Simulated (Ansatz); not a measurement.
Geometry optimisation, RKS PBE0/def2-SVP (Ansatz 0.2.0).

input.yaml

```yaml
crystal:
  periodic: [false, false, false]
  atoms:
    - { symbol: B, position_ang: [0.099001, 0.557771, -0.16834] }
    - { symbol: F, position_ang: [-0.244178, -0.594464, 2.051958] }
    - { symbol: O, position_ang: [1.346079, 0.094161, -0.363352] }
    - { symbol: H, position_ang: [1.355701, -0.796108, -0.728749] }
    - { symbol: H, position_ang: [-0.904521, 0.009139, -0.546803] }
    - { symbol: S, position_ang: [-0.103061, 2.259947, 0.570129] }
    - { symbol: H, position_ang: [1.219571, 2.470932, 0.755122] }
    - { symbol: H, position_ang: [-0.257792, 0.304122, 2.267135] }
basis:
  gaussian: { orbitals: def2-SVP }
hamiltonian:
  xc: pbe0
relax:
  f_tol: 0.03
  max_steps: 50
```

Run as:

```bash
$ ansatz run input.yaml --threads 1 --pin off --max-ram 2048MiB --backend cpu --events-out ev --progress --plain --runs-dir out
```

Where does it end, and by what steps?

The forces met the threshold. After 11 steps the energy has fallen by 0.080 eV; F2 moved furthest, 0.36 Å.

| step | energy less start (eV) | largest force component (eV/Å) | accepted |
| --- | --- | --- | --- |
| 0 | 0.0000 | 0.787 | yes |
| 1 | -0.0124 | 1.978 | yes |
| 2 | -0.0403 | 1.161 | yes |
| 3 | -0.0639 | 0.673 | yes |
| 4 | -0.0433 | 0.686 | no |
| 5 | -0.0691 | 0.874 | yes |
| 6 | -0.0702 | 0.385 | yes |
| 7 | -0.0599 | 0.322 | no |
| 8 | -0.0780 | 0.080 | yes |
| 9 | -0.0786 | 0.122 | yes |
| 10 | -0.0767 | 0.407 | no |
| 11 | -0.0802 | 0.027 | yes |

```xyz
8
Properties=species:S:1:pos:R:3
B 0.123 0.541 -0.239
F -0.278 -0.470 2.385
O 1.372 0.102 -0.472
H 1.396 -0.751 -0.918
H -0.873 -0.022 -0.616
S -0.113 2.113 0.653
H 1.201 2.354 0.868
H -0.317 0.438 2.176
```

Whether the end is a true minimum wasn't checked by a vibrational analysis.

Time of the run: 30 s on 1 thread of AMD EPYC 7R43 64-Core Processor (Zen 3), on a shared host, peak memory 0.16 GiB.
